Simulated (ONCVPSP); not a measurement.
# Cutoff test, phosphorus, ONCV

phosphorus (P), optimised norm-conserving Vanderbilt (ONCV), made with ONCVPSP 4.0.1 (PBE, scalar-relativistic). Core [Ne], reference 3s2 3p3. Waves: 3s: rc 1.35 bohr, ncon 4, nbas 9, qcut 3.8 1/bohr, 2 projectors, debl 2.5 Ha; 3p: rc 1.35 bohr, ncon 4, nbas 7, qcut 7 1/bohr, local. Local part: the p channel. Core correction: Teter function, fcfact 4.75, rcfact 1.7.

Task: For each optimised wave give the share of its norm inside rc, the residual kinetic energy above qcut (Ha) and the cutoffs (Ha) for errors of 10, 1, 0.1 and 0.01 mHa per electron.

Result:

```csv
wave,norm inside rc,residual KE,10 mHa,1 mHa,0.1 mHa,0.01 mHa
3s,0.229,6.2e-03,6.5,17.4,66.5,118.3
s projector 2,0.086,2.2e-02,9.2,101.9,167.6,212.0
3p,0.134,3.1e-04,3.1,18.1,62.3,82.7
```

The occupied waves need 18 Ha and 67 Ha for 1 and 0.1 mHa.
